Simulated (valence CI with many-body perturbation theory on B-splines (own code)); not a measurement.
Tl XLII: magnetic and hyperfine properties of the levels

Computed by configuration interaction combined with many-body perturbation theory (CI+MBPT): four valence electrons over a frozen Dirac-Fock core [Kr], a basis of 7 s, 7 p, 8 d, 6 f, 4 g, 1 h functions for each j, with the one-electron correlation potential Σ1 (screened to all orders), the two-electron term Σ2, the three-electron term Σ3, Breit, model QED; selected single and double excitations, second order for the rest, scaled by the run's own slope (own B-spline code, finite nucleus).

No measured spectrum was set against this ion. As an estimate, large intervals hold to a few tenths of a per cent, small ones and those within an open d or f shell to about a per cent. The list stops below the first excitations out of the core.

A/g_I is the dipole constant over the nuclear g factor μ/I (μ in nuclear magnetons, uniformly magnetised nucleus), B/Q the quadrupole constant per barn. Both hold the static response of the core; the bare values leave it out. Large factors of s and p1/2 electrons are usually good to 5 to 10 %; those of open d and f shells near neutrality can be off by tens of per cent, and small factors of p3/2, d and f electrons come from cancelling terms and can be off by a factor of two or in sign, in half-filled shells by more. B is blank for J = 1/2, where it vanishes, and for nearly pure S terms. Energies count from the lowest level. Levels with J = 0 are left out.

Levels are named by their leading jj configuration (3d3/2^4 stands for four electrons in 3d with j = 3/2), which in mixed levels can hold well under half, so a name can repeat and another be missing. Letters in brackets count levels of one name in rising energy.

```
                    Level  E (cm⁻¹)      g  A/g_I (MHz)  A/g_I bare  B/Q (MHz/b)  B/Q bare
      (4d3/2^3 4d5/2) J=1    205480  1.496        -3690       -2320         7210      6920
      (4d3/2^3 4d5/2) J=4    251210  1.066        23000       22900         1610      1360
      (4d3/2^3 4d5/2) J=2    258050  1.209        15000       15400        22200     21400
      (4d3/2^3 4d5/2) J=3    269890  1.122        20500       20600        17600     16900
(4d3/2^2 4d5/2^2) J=2 [a]    445250  1.280         5580        6220        13600     13100
(4d3/2^2 4d5/2^2) J=4 [a]    455480  1.147        18200       18400        -9690     -9490
(4d3/2^2 4d5/2^2) J=3 [a]    459800  1.179        14600       14900         3290      3160
    (4d3/2^2 4d5/2^2) J=5    476790  1.084        20800       20800        19600     18800
    (4d3/2^2 4d5/2^2) J=6    489840  1.073        22200       22100        24600     23700
    (4d3/2^2 4d5/2^2) J=1    490490  1.075        24600       24600         3330      3190
(4d3/2^2 4d5/2^2) J=3 [b]    503230  1.069        23800       23700         5050      4880
(4d3/2^2 4d5/2^2) J=4 [b]    506730  1.033        23900       23700        -5900     -5610
(4d3/2^2 4d5/2^2) J=2 [b]    511080  1.078        21700       21600        10300      9900
(4d3/2^2 4d5/2^2) J=2 [c]    555290  0.981        29100       28700        -3750     -3660
(4d3/2^2 4d5/2^2) J=4 [c]    571600  1.186        15900       16200        37600     36300
(4d3/2^2 4d5/2^2) J=2 [d]    613730  1.120        21000       21100       -12400    -11900
  (4d3/2 4d5/2^3) J=4 [a]    694680  1.167        14900       15100       -21600    -20900
  (4d3/2 4d5/2^3) J=3 [a]    698100  1.202        11100       11500         2870      2840
  (4d3/2 4d5/2^3) J=1 [a]    715570  1.002        20600       20200         9380      8990
      (4d3/2 4d5/2^3) J=5    721820  1.140        17900       18000       -14000    -13600
      (4d3/2 4d5/2^3) J=6    726110  1.084        20500       20500        28400     27600
  (4d3/2 4d5/2^3) J=2 [a]    748680  1.064        23300       23200        18300     17600
  (4d3/2 4d5/2^3) J=3 [b]    756110  1.089        20500       20500         5100      5040
  (4d3/2 4d5/2^3) J=1 [b]    805080  1.409         3620        4680       -15400    -14800
  (4d3/2 4d5/2^3) J=3 [c]    806110  1.059        22500       22400        30500     29400
  (4d3/2 4d5/2^3) J=4 [b]    811140  1.050        22800       22600        28100     27300
  (4d3/2 4d5/2^3) J=2 [b]    822170  1.117        19500       19600       -39300    -37900
            (4d5/2^4) J=4    967550  1.165        14800       15000       -26000    -25000
            (4d5/2^4) J=2   1001500  1.110        15600       15700        18500     17800
```

**Question.** Take the isotope of mass number 205, with I = 1/2, μ = 1.632 μN. What is the hyperfine structure of (4d3/2^2 4d5/2^2) J=2 [a]?

**Answer.** From the table A = 18200 MHz. Shifts from the centre of gravity in MHz: F = 3/2: -27300, F = 5/2: 18200.
